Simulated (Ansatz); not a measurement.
AlH$_{4}$NOSi (`O[SiH]1[NH][AlH]1`). The species carries charge 0 and has multiplicity 1.

```xyz
8

O    -0.248    1.799    0.791
Si   -0.322    0.158    0.604
N    -0.114   -0.427   -1.020
Al    1.341   -1.158   -0.279
H    -0.955    2.193    1.304
H    -1.584   -0.255    1.293
H    -0.663   -0.288   -1.857
H     2.546   -2.020   -0.836
```

Question: List the harmonic frequencies (cm⁻¹, unscaled) at PBE0-D4/def2-TZVP in Ansatz. (Estimate.)

Answer: Ansatz gave: 159, 205, 284, 404, 431, 490, 623, 652, 710, 783, 849, 895, 949, 967, 1930, 2151, 3582, 3914.

Question: Is this a minimum?

Answer: Yes, all 18 modes are real.

Question: Give the ideal-gas thermochemistry at 298.15 K and 1 bar (rigid rotor, harmonic oscillator; point group C1, symmetry number 1).

Answer: Zero-point energy 119.5 kJ/mol; H(298) − E = 137.6 kJ/mol; entropy 316.0 J/(mol·K), of which translation 164.9, rotation 107.3, vibration 43.8; G(298) − E = 43.4 kJ/mol.

Question: And at 400, 500, 600, 800 and 1000 K?

Answer: 
```
T (K)  H − E (kJ/mol)  S (J/mol/K)  G − E (kJ/mol)
  400           148.3        346.6             9.6
  500           160.1        373.1           -26.4
  600           173.0        396.5           -64.9
  800           200.8        436.4          -148.3
 1000           230.5        469.5          -239.0
```

Question: Rotational constants (cm⁻¹)?

Answer: 0.4042, 0.0964, 0.08988.
